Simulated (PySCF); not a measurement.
Compound: C5H5O3 (doublet state).
Geometry (PBE0-D3(BJ)/def2-SVP, Å), atoms numbered from 1 in this order:
```xyz
13
C5H5O3 angstrom
O      2.539   -0.629    0.593
C      1.621    0.100    0.329
O      1.729    1.200   -0.412
C      0.190   -0.197    0.762
C     -0.475   -1.125   -0.213
C     -1.573   -0.450   -0.723
C     -1.625    0.794   -0.118
O     -0.621    0.969    0.770
H      2.661    1.262   -0.673
H      0.260   -0.605    1.789
H     -0.115   -2.125   -0.447
H     -2.280   -0.818   -1.466
H     -2.320    1.625   -0.227
```

The hyperfine couplings belong to this conformer and change with its torsions.

Identity: `O=C(O)[C@@H]1[CH]C=CO1` [radical].

Computed, not measured: UKS B3LYP, IGLO-III on C O, pcH-1 on H, non-relativistic, mean-field spin-orbit, GIAO in PySCF. One conformer (not necessarily the lowest) at the PBE0-D3(BJ)/def2-SVP geometry, without solvent, vibrations or thermal averaging. The SCF solution wasn't tested for stability.

Principal values of hyperfine tensors in MHz (contact and dipolar terms together), for some of the nuclei:

| atom | isotope | A1 | A2 | A3 |
| --- | --- | --- | --- | --- |
| H10 | 1H | 108.71 | 111.06 | 116.27 |
| C2 | 13C | 69.66 | 70.59 | 83.03 |
| C5 | 13C | 3.38 | 5.41 | 143.04 |
| C7 | 13C | -1.42 | 0.45 | 131.26 |
| H11 | 1H | -64.78 | -41.66 | -18.21 |
| H13 | 1H | -62.92 | -41.18 | -18.69 |
| C6 | 13C | -59.93 | -27.66 | -25.71 |
| C4 | 13C | -28.89 | -27.48 | -26.88 |

Problem. Give the isotropic coupling of each nucleus in MHz and in mT (g = 2.0032), and the anisotropic part.

Solution. a_iso = (A1 + A2 + A3)/3, Ti = Ai − a_iso; 1 mT corresponds to 28.037 MHz.

```
atom  a_iso (MHz)  a_iso (mT)      T1      T2     T3
 H10       112.01       3.995   -3.31   -0.95   4.26
  C2        74.43       2.655   -4.76   -3.84   8.60
  C5        50.61       1.805  -47.23  -45.20  92.43
  C7        43.43       1.549  -44.85  -42.98  87.83
 H11       -41.55      -1.482  -23.23   -0.11  23.34
 H13       -40.93      -1.460  -22.00   -0.25  22.24
  C6       -37.77      -1.347  -22.16   10.11  12.06
  C4       -27.75      -0.990   -1.14    0.27   0.87
```

Problem. What spin density at the nucleus of H13 lies behind its contact coupling (g_N = 5.58569)?

Solution. a_FC = 800.24 MHz bohr³ × g_N × ρ(0)/(2S). With a_FC = -40.93 MHz and 2S = 1, ρ(0) = -0.009157 bohr⁻³. In magnitude that is 2.9 % of the 1/π = 0.318 of a free hydrogen atom.

Problem. O8 (17O, g_N = -0.75752) isn't in the table. Its spin density at the nucleus is 0.02407 bohr⁻³. What is its contact coupling?

Solution. By the same relation, a_FC = -14.59 MHz. Its full tensor has the principal values -57.34, 5.60, 7.96 MHz.

Problem. Which nucleus of the table has the largest anisotropic coupling, and what is its form?

Solution. C5: -47.2, -45.2, 92.4 MHz, nearly axial, close to the ratio −1:−1:+2, the form that spin in one p orbital centred on that nucleus gives.

Problem. In a single crystal, with the field along each principal axis of the tensor of C2 in turn, what first-order splitting does this nucleus give (isotropic g, quadrupole terms neglected)?

Solution. 2 lines (I = 1/2), spaced by |A_i|/(g × 13.996): 2.48, 2.52, 2.96 mT along the axes of A1, A2 and A3.

Hardware: x86-64 server, one thread, shared host. Cost: 72 s wall.
